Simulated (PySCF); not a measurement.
## TDDFT excited states: Br4H6HfP2

Compound: cis-Hf(PH3)2Br4 (singlet state).
Bonds: Hf1–P2, Hf1–Br6, Hf1–P7, Hf1–Br11, Hf1–Br12, Hf1–Br13. Hydrogens: H3, H4, H5 on P2; H8, H9, H10 on P7.

Theory: TDDFT B3LYP/def2-SVPD, vertical, gas phase, core orbitals frozen in the response, def2 core potentials past Kr (PySCF 2.14.0, density-fitted response routines). Isolated species at its PBE0-D3(BJ)/def2-SVP geometry, gas phase. Spin–orbit coupling is left out. Note that the optimisation stopped short of convergence; the values belong to its last geometry.

| state | λ (nm) | E (eV) | f | main configurations (H = HOMO, L = LUMO) |
| --- | --- | --- | --- | --- |
| S1 | 306.1 | 4.05 | 0.0021 | H→L (96%) |
| S2 | 300.8 | 4.12 | 0.015 | H-1→L (91%) |
| S3 | 294.9 | 4.20 | 0.0011 | H-2→L (94%) |
| S4 | 289.0 | 4.29 | 0.0014 | H-3→L (95%) |
| S5 | 287.4 | 4.31 | 0.0001 | H→L+1 (96%) |
| S6 | 277.0 | 4.48 | 0.0099 | H-1→L+1 (74%), H→L+2 (9%) |
| S7 | 276.0 | 4.49 | 0.0086 | H-4→L (56%), H-3→L+1 (28%) |
| S8 | 263.7 | 4.70 | 0.0018 | H-4→L+1 (54%), H→L+2 (30%), H-2→L+1 (13%) |
| S9 | 262.3 | 4.73 | 0.017 | H-3→L+1 (54%), H-2→L+2 (17%), H-4→L (15%) |
| S10 | 260.8 | 4.75 | 0.012 | H-2→L+1 (66%), H-3→L+2 (11%), H-4→L+1 (10%) |

Triplets (Tamm–Dancoff): T1 3.86 eV, H→L (98%); T2 3.90 eV, H-1→L (89%), H-4→L (8%); T3 4.12 eV, H-2→L (90%); T4 4.19 eV, H-3→L (94%).

The lowest singlet comes at 306 nm (391 kJ/mol) in the ultraviolet; it is very weak; its leading configuration is HOMO→LUMO (96%). The strongest level in the table is S9 at 4.73 eV (262 nm, f = 0.017). For S1 the Löwdin share of hafnium is at most 9% in HOMO and 59% in LUMO (ligand-to-metal charge transfer by this measure); for S9 the Löwdin share of hafnium is at most 6% in HOMO-3 and 63% in LUMO+1. Weighted by f, the mean energy of these states is 4.50 eV. Of the 10 states listed, 3 reach f = 0.01 and 1 stays under 0.0005. All these states lie below the vertical ionisation energy of 9.22 eV (ΔSCF). Singlets were solved by full linear response, triplets in the Tamm–Dancoff approximation.
